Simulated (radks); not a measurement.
The numbers below are computed, except where a source is named.
Question: Species: the iodine ion I3+. Configuration: [Kr] 4d10 5s2 5p1 6s1 (not the ground configuration). Code: a radial shooting solver on a logarithmic mesh with Libxc functionals. Model: Dirac Kohn-Sham, PBE, spin-unpolarised, spherical densities, point nucleus; open shells fill j = l - 1/2 first.

Spin-orbit splittings of the eigenvalues, e(l+1/2) - e(l-1/2), with zeta = 2 splitting/(2l+1) and mean radii in bohr:

| shell | occ. | splitting (eV) | zeta (eV) | <r> j=l-1/2 | <r> j=l+1/2 |
|---|---|---|---|---|---|
| 2p | 6 | 298.8 | 199.2 | 0.09846 | 0.1041 |
| 3p | 6 | 56.23 | 37.49 | 0.3040 | 0.3155 |
| 3d | 10 | 11.82 | 4.730 | 0.2864 | 0.2901 |
| 4p | 6 | 10.97 | 7.315 | 0.7718 | 0.7997 |
| 4d | 10 | 1.734 | 0.6938 | 0.9072 | 0.9180 |
| 5p | 1 | ? | ? | 2.023 | 2.090 |

Estimate the 5p splitting.

Answer: 1.554 eV (zeta = 1.036 eV).
